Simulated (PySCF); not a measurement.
## C9H9: g tensor and hyperfine couplings

Compound: C9H9 (doublet state).
Z-matrix (Å and degrees, GFN2-xTB geometry), rows numbered from 1:
```
C 
C   1  1.3006
C   2  1.4659  1  124.79
C   3  1.3564  2  126.28  1   -35.25
C   4  1.4440  3  109.39  2  -176.48
C   5  1.3466  4  108.95  3    -0.10
C   6  1.4605  5  108.66  4    -1.31
C   7  1.3419  3  130.78  2    -8.25
C   8  1.4876  7  127.56  3    -0.58
H   1  1.0657  2  137.53  3     0.01
H   2  1.0841  1  120.17  3  -179.95
H   4  1.0749  3  126.19  2     1.11
H   5  1.0753  4  123.96  3   179.39
H   6  1.0740  5  127.78  4  -179.36
H   8  1.0840  7  117.01  3  -179.99
H   9  1.0919  8  110.10  7    84.88
H   9  1.0875  8  111.29  7   -35.04
H   9  1.0878  8  110.41  7  -156.46
```

The hyperfine couplings belong to this conformer and change with its torsions.

As a line formula: `C1(/C=[C]\[H])=CC=C/C1=C/C` [radical].

Method: UKS B3LYP, pcH-1 on C H, non-relativistic, mean-field spin-orbit, GIAO (PySCF). The structure is a single GFN2-xTB conformer in the gas phase; no vibrational or solvent corrections. The geometry wasn't refined by DFT: couplings that depend on bond lengths, twists or pyramidal angles can differ widely from those at the functional's own minimum. The frame is twisted about the C2–C3 bond at this geometry (dihedral H11–C2–C3–C7 = -33°); couplings at other torsion angles weren't computed. The SCF solution wasn't tested for stability.

```
g1, g2, g3                      : 2.00180, 2.00220, 2.00271
g_iso                           : 2.00224
Form of g                       : rhombic: the two nearest values differ by 44 % of g3 − g1
⟨S²⟩                            : 0.7640 (exact 0.7500)
HOMO–LUMO gap, α and β orbitals : 3.63, 3.51 eV
Total energy                    : -348.24640 Eh
```

Isotropic coupling and dipolar principal values T1 to T3, in G (MHz turned into gauss with g_iso; 10 G = 1 mT):

```tsv
atom	isotope	a_iso	T1	T2	T3	Mulliken spin population
C1	13C	117.3	-29.9	-20.5	50.4	1.07
C2	13C	-3.3	-7.2	1.0	6.2	-0.16
C3	13C	31.0	-3.3	-0.8	4.0	0.10
C4	13C	-2.7	-2.4	1.0	1.3	-0.04
C5	13C	1.2	-0.4	-0.2	0.6	0.02
C6	13C	0.6	-1.5	0.6	1.0	-0.02
C7	13C	1.4	-0.4	-0.3	0.7	0.00
C8	13C	-0.1	-0.1	-0.1	0.2	0.00
C9	13C	0.4	-0.1	-0.1	0.2	0.00
H10	1H	16.0	-11.6	-3.0	14.6	0.01
H11	1H	38.1	-2.5	-2.0	4.5	0.04
H12	1H	0.8	-1.3	-0.9	2.2	0.00
H13	1H	-0.2	-0.3	-0.1	0.4	0.00
H14	1H	1.2	-0.2	0.0	0.2	0.00
H15	1H	0.0	-0.2	-0.2	0.4	0.00
H16	1H	0.0	-0.4	-0.3	0.7	0.00
H17	1H	0.1	-0.5	-0.5	1.0	0.00
H18	1H	0.1	-0.2	-0.2	0.4	0.00
```

The largest Mulliken spin populations are on C1 (+1.07), C2 (-0.16) and C3 (+0.10). C1 is the only atom above +0.15. The positive populations add up to 1.23 and the negative ones to -0.23, together 2S = 1.

Axes: g1 points within 4° of the C1–H10 bond and g2 points within 5° of the C2–C3 bond.

Under fast tumbling the dipolar parts average out, and these isotropic splittings remain: 1 × 1H (H11, I = 1/2, 2 lines) with 3.81 mT, 1 × 1H (H10, I = 1/2, 2 lines) with 1.60 mT, 1 × 1H (H14, I = 1/2, 2 lines) with 0.12 mT and 1 × 1H (H12, I = 1/2, 2 lines) with 0.08 mT.

The 13C coupling of C1 (328.6 MHz) shows only in satellite lines or after enrichment, since that isotope makes up about 1.07 % of natural carbon.

Examples of negative spin density at the nucleus (bohr⁻³): C2 (-0.0083) and C4 (-0.0067).

Hardware: one thread of an Arm Neoverse V2, no GPU, on a shared host. Cost: 87 s (with the writing of density and orbital grids), 1.1 GiB resident at most.
